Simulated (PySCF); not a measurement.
Si(F)(OH)2(SMe) (CH5FO2SSi), SMILES CS[Si](O)(O)F.

The structure is a stationary point at B3LYP-D3(BJ)/def2-SVP. The values are those of a single conformer.

The numbers are results of r2SCAN/def2-TZVP in PySCF, not measurements.

The molecule is in vacuum.

```json
{
  "total_energy": "-979.26657 hartree",
  "highest_occupied_level": "-6.27 eV",
  "lowest_empty_level": "-0.43 eV",
  "orbital_gap": "5.83 eV",
  "dipole_moment": "0.97 D",
  "quadrupole, principal values (traceless, Buckingham form, about the centre of nuclear charge)": "-10.88, 3.89, 6.99 D·Å",
  "mean_static_polarisability": "60.2 bohr³ (8.92 Å³)",
  "polarisability_principal_values": "49.9, 58.1, 72.5 bohr³"
}
```
